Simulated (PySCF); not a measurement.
Cl₃In, charge -1, multiplicity 2. Atoms are numbered in the order given.

```xyz
4

In     0.0000     0.0000     0.4424
Cl     2.0515    -1.1844    -0.4251
Cl    -2.0515    -1.1844    -0.4251
Cl     0.0000     2.3688    -0.4251
```
Charge -1, spin multiplicity 2.

Coordinates come from a B3LYP-D3(BJ)/def2-SVPD optimisation. The multiplicity is an assumed one; other spin states were not compared. The isomer is the one that the SMILES or the coordinates give; other isomers of the formula were not compared. The def2 effective core potentials stand for the cores of In; spin–orbit coupling is left out.

These are PBE/def2-TZVPD (PySCF) values and carry that method's errors.

Mulliken values depend strongly on the basis, most of all with diffuse functions as here. ESP charges are fitted to the potential on shells at 1.4 to 2.0 van der Waals radii. Atomic charges (e):

```json
[
 {"atom": "In1", "ESP fit": "[?]", "Mulliken": "0.66", "Mulliken spin": "0.67"},
 {"atom": "Cl2", "ESP fit": "[?]", "Mulliken": "-0.55", "Mulliken spin": "0.11"},
 {"atom": "Cl3", "ESP fit": "[?]", "Mulliken": "-0.55", "Mulliken spin": "0.11"},
 {"atom": "Cl4", "ESP fit": "[?]", "Mulliken": "-0.55", "Mulliken spin": "0.11"}
]
```

**Question.** Complete the blanks. (The exact figures need the calculation; the answer reports its results.)

**Answer.** 
- In1, ESP fit: 0.26
- Cl2, ESP fit: -0.42
- Cl3, ESP fit: -0.42
- Cl4, ESP fit: -0.42
